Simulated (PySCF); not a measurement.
The numbers below are computed, except where a source is named.
**Si3H8N3**

Si3H8N3 is a small molecule, neutral, doublet. The structure was relaxed in the gas phase by PBE0-D3(BJ)/def2-SVP. No frequency run checks that it is a minimum.

SMILES: N1[SiH]N[SiH2]N[SiH2]1

```
atom   x (Å)   y (Å)   z (Å)
  N1   0.721   1.478   0.463
 Si2   1.461  -0.021   0.937
  N3   0.675  -1.246  -0.014
 Si4  -0.964  -1.336  -0.588
  N5  -1.427   0.299  -0.953
 Si6  -0.383   1.702  -0.878
  H7   0.943   2.313   0.998
  H8   2.924  -0.127   0.634
  H9   1.308  -0.178   2.419
 H10   1.290  -1.973  -0.366
 H11  -0.950  -2.254  -1.772
 H12  -1.937  -1.907   0.397
 H13  -2.379   0.468  -1.267
 H14  -1.236   2.910  -0.575
```

EPR values by unrestricted B3LYP, IGLO-III on N Si, pcH-1 on H.

Question: Predict g and the largest hyperfine couplings. Where does the spin sit?

Answer: g = 2.0016, 2.0022, 2.0022. The spin sits on Si6 (77 %, bonded to 2 N + 1 H) by Mulliken populations.
```csv
atom,isotope,isotropic (MHz),"dipolar, principal values (MHz)"
Si6,29Si,-735.6,"-123.1, 60.6, 62.5"
H14,1H,173.9,"-5.7, -1.6, 7.2"
N5,14N,23.6,"-5.4, -4.9, 10.2"
N1,14N,23.1,"-5.1, -4.7, 9.8"
H12,1H,11.4,"-1.1, -0.8, 1.9"
H9,1H,9.7,"-1.1, -0.8, 1.9"
```

Question: How do the isotropic couplings move with BHandHLYP?

Answer: Si6 -735.6 to -762.3 MHz, H14 173.9 to 176.6 MHz, N5 23.6 to 25.2 MHz, N1 23.1 to 24.7 MHz.
